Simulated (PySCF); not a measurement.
Vertical excitations of a molecule C2H4Cl2Ge from TDA-CAM-B3LYP/def2-SVPD (PySCF), as energy in eV (oscillator strength): 6.48 (0.016), 6.97 (0.035), 7.15 (0.013), 7.18 (0.072), 7.27 (0.159), 7.39 (0.029), 7.58 (0.174), 7.68 (0.002), 7.81 (0.005), 7.97 (0.094). Lowest triplet (TDA): 4.21 eV. Coordinates come from a r2SCAN-D4/def2-SVP optimisation. One conformer was computed; it need not be the lowest.

**Question.** Which structure fits?
A. ClC(Cl)=[CH][GeH3]
B. C=[C](Cl)[GeH2][Cl]
C. C=[CH][GeH]([Cl])[Cl]
D. Cl/C=[CH]\[GeH2][Cl]

**Answer.** C, C=[CH][GeH]([Cl])[Cl]
